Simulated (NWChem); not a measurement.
C₃H₂BF₃; SMILES FB1CC(F)=C1F

```xyz
9

F     -0.0975     2.4485     0.0000
B     -0.2277     1.1343     0.0000
C     -1.5056     0.1417     0.0000
C     -0.3841    -0.8742     0.0000
F     -0.5013    -2.1964     0.0000
C      0.7126    -0.0761     0.0000
F      2.0079    -0.3966     0.0000
H     -2.1416     0.1242    -0.8933
H     -2.1416     0.1242     0.8933
```
Atoms are numbered in this order, from 1.

Coordinates come from a B3LYP/6-31G* (spherical d) optimisation.

Task: Give the principal values of the shielding tensors (ppm) of F1, B2, C3, C4, F5 from PBE0/pcSseg-1, GIAO (NWChem), with their diamagnetic and paramagnetic parts as GIAO splits them.

Result: 
```tsv
atom	σ11	σ22	σ33	isotropic	diamagnetic	paramagnetic
F1	71.9	156.6	468.3	232.3	469.0	-236.7
B2	35.2	54.2	87.2	58.9	191.4	-132.5
C3	154.2	158.3	177.8	163.5	253.1	-89.7
C4	-96.6	49.1	65.6	6.1	249.9	-243.9
F5	70.5	172.3	411.9	218.2	475.0	-256.8
```
